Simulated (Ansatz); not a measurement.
```yaml
crystal:
  periodic: [false, false, false]
  atoms:
    - {symbol: B, position_ang: [0.050451, 0.225125, -0.310399]}
    - {symbol: B, position_ang: [1.526030, 0.120381, 0.109661]}
    - {symbol: B, position_ang: [-1.579776, 0.286847, 0.211366]}
    - {symbol: F, position_ang: [2.989942, -0.602608, -0.479343]}
    - {symbol: F, position_ang: [-2.824999, 0.657313, 0.277849]}
basis:
  gaussian: {orbitals: def2-SVPD}
magnetization: {spin_polarized: true, initial_magnetization: 1}
hamiltonian: {xc: {name: r2SCAN0}}
scf: {omitted_lower_state_checks: [starts]}
output: {forces: true}
```

```sh
$ ansatz run in.yaml --threads 4 --pin off --events-out ev --progress --plain --max-ram 3916MiB
```

Output, abridged:

```
Functional definition: r2SCAN0
847 factors; their error is unknown
mean field evaluation 1: about -7444.5618 eV, gradient 2.8e1 eV
mean field evaluation 2: about -7435.3673 eV, gradient 5.6e1 eV
mean field evaluation 4: about -7447.8115 eV, gradient 4.2e0 eV
mean field evaluation 8: about -7447.9757 eV, gradient 3.1e-1 eV
mean field evaluation 16: about -7448.1374 eV, gradient 1.0e-2 eV
mean field -7448.13736176 eV, -273.7139995158 hartree, gradient 1.0e-5 eV, S^2 1.201619; 0 other end points of the search recorded, 0 dependent functions left out
reference -7448.13737788 eV, -273.7140001081 hartree; 17, 16 occupied and 89, 90 virtual orbitals, 847 factors
Total energy: -7448.13737788 eV, -273.7140001081 hartree
Atom 0 at     0.050451     0.225125    -0.310399 Å, force    -3.732749     0.043950     1.171116 eV/Å
Atom 1 at     1.526030     0.120381     0.109661 Å, force     5.464473    -2.986391    -2.267463 eV/Å
Atom 2 at    -1.579776     0.286847     0.211366 Å, force     1.761008     1.096401    -1.098938 eV/Å
Atom 3 at     2.989942    -0.602608    -0.479343 Å, force    -4.931446     2.707211     2.194422 eV/Å
Atom 4 at    -2.824999     0.657313     0.277849 Å, force     1.438715    -0.861171     0.000863 eV/Å
Dipole moment:    -0.911653     0.189241     0.239557 e Å
Checks for a lower state left out: starts
```

It took 6.5 s on 4 threads of Arm Neoverse V1 on a shared host.

The charge 0 doublet is spin-contaminated (final ⟨S²⟩ up to 1.20, 0.75 for a pure state).
